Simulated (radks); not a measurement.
Results of a calculation; reference values are marked as such.
The mean radii <r> (bohr) of the occupied orbitals of an atom or ion are listed with their occupations. Level of theory: Dirac Kohn-Sham, PBE, spin-unpolarised, spherical densities, finite nucleus; Fermi nuclear charge, rms radius of each element as measured or else 0.836 A^(1/3) + 0.57 fm (a radial shooting solver on a logarithmic mesh with Libxc functionals).

orbital  occ.      <r>
1s1/2       2  0.02457
2s1/2       2   0.1048
2p1/2       2  0.08795
2p3/2       4  0.09416
3s1/2       2   0.2783
3p1/2       2   0.2681
3p3/2       4   0.2803
3d3/2       4   0.2514
3d5/2       6   0.2552
4s1/2       2   0.6354
4p1/2       2   0.6535
4p3/2       4   0.6801
4d3/2       4   0.7318
4d5/2       6   0.7411
5s1/2       2    1.466
5p1/2       2    1.611
5p3/2       4    1.677
6s1/2       1    3.259

Name the element and its charge. Open shells, if any, are shared by 2j + 1.

Answer. Z = 58, cerium, charge +3: Ce3+ in [Xe] 6s1. The 1s radius gives Z: for a bare nucleus <r> = (2 gamma + 1)/(2Z) with gamma = sqrt(1 - (Z/c)^2), 0.02424 bohr for Z = 58, and screening makes it slightly larger (0.02457 here). The occupations add up to 55, and the charge is Z minus that.
